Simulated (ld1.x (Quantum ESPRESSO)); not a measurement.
**PBE ultrasoft dataset for Rh, scalar-relativistic all-electron reference.**

| Quantity | Value |
| --- | --- |
| Element | Rh |
| Generator | ld1.x (Quantum ESPRESSO) 7.5 |
| Type | ultrasoft |
| Functional | PBE |
| Relativity | scalar-relativistic |
| Frozen core | [Ar] 3d10 4s2 |
| Valence charge | 15 |
| Reference configuration | 4p6 4d9 5s0 5p0 |
| Partial waves | 5s (bound, empty): rcut 1.70, rcutus 1.80 bohr; 5s channel at 3.85 Ry: rcut 1.70, rcutus 1.80 bohr; 4p (bound): rcut 1.40, rcutus 1.80 bohr; 5p (bound, empty): rcut 1.40, rcutus 1.80 bohr; 4d (bound): rcut 1.75, rcutus 2.20 bohr; 4d channel at -1.1 Ry: rcut 1.75, rcutus 2.20 bohr |
| Local potential | all-electron potential smoothed inside 1.90 bohr (lloc = -1) |
| Core correction | none |
| Augmentation charge | built from norm-conserving waves at rcut, not smoothed further |

Poles of the logarithmic derivatives, all-electron (AE) and pseudo (PS). s: poles at 3.3 (AE) and 3.3 (PS) Ry. p: poles at -3.4, 4.7 (AE) and -3.4 (PS) Ry. d: poles at 0.2 (AE) and 0.2 (PS) Ry. Test radius 2.40 bohr.

- Configuration tests: test run stopped at test 1 of 7 (negative rho)
- Lowest eigenvalue of the overlap operator: 0.01 (s channel)

A Bessel basis up to 400 Ry misses an occupied level by 0.46 Ry, so cutoffs and ghosts were not judged.
